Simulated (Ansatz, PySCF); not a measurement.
In(Me)(SMe)2 (C₃H₉InS₂), SMILES [S]([In]([CH3])[S]C)C.

Geometry: B3LYP-D3(BJ)/def2-SVP. The def2 effective core potentials stand for the cores of In; spin–orbit coupling is left out. One conformer was computed; it need not be the lowest.

Vertical ionisation energy (IE) and electron affinity (EA) in eV. Rows of orbital energies are one-electron estimates. Where ΔSCF, EOM or ADC give a negative EA the extra electron is unbound and the value depends on the basis.

| level | IE | EA |
|---|---|---|
| −ε(HOMO), −ε(LUMO), B3LYP/def2-TZVP (PySCF) | 6.34 | 1.24 |
| ΔSCF, CAM-B3LYP/def2-SVPD (Ansatz), final states of multiplicity 2 and 2 | [?] | [?] |

Question: Complete the blanks. (The exact figures need the calculation; the answer reports its results.)

Answer: 
- ΔSCF, CAM-B3LYP/def2-SVPD (Ansatz, a program for electronic structure), final states of multiplicity 2 and 2, IE: 8.56
- ΔSCF, CAM-B3LYP/def2-SVPD (Ansatz), final states of multiplicity 2 and 2, EA: -0.16

Question: What vertical singlet–triplet gap does ΔSCF give with CAM-B3LYP/def2-SVPD (Ansatz)? (Estimate from the structure and the level; the computed values follow.)

Answer: 4.39 eV (triplet above singlet where positive).
